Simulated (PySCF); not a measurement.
H₄MgSi. Atoms are numbered in the order given.

```xyz
6

Mg     0.0000     0.0000    -1.4705
H      0.0000     0.0000    -3.1761
Si     0.0000     0.0000     1.1209
H      1.1868    -0.6852     1.7097
H     -1.1868    -0.6852     1.7097
H      0.0000     1.3704     1.7097
```
Charge 0, spin multiplicity 1.

Geometry optimised at TPSSh-D3(BJ)/def2-TZVP.

Method: IEF-PCM-B3LYP/def2-SVP in PySCF 2.14.0.

The values are the electrostatic part of the solvation free energy, E(continuum) − E(gas) at the gas-phase geometry, in a cavity of scaled van der Waals radii (PySCF's table); cavitation and dispersion terms are not included. A continuum can't describe solvent molecules that bind to the metal. In vacuum the orbital gap is 5.47 eV. The dipole moment in vacuum is 0.59 D.

```tsv
solvent	ε	ΔG(elec) (kcal/mol)	dipole (D)	gap (eV)
water	78.36	-11.1	0.98	6.02
toluene	2.37	-4.9	0.75	5.72
N,N-dimethylformamide	37.22	-10.9	0.97	6.01
```
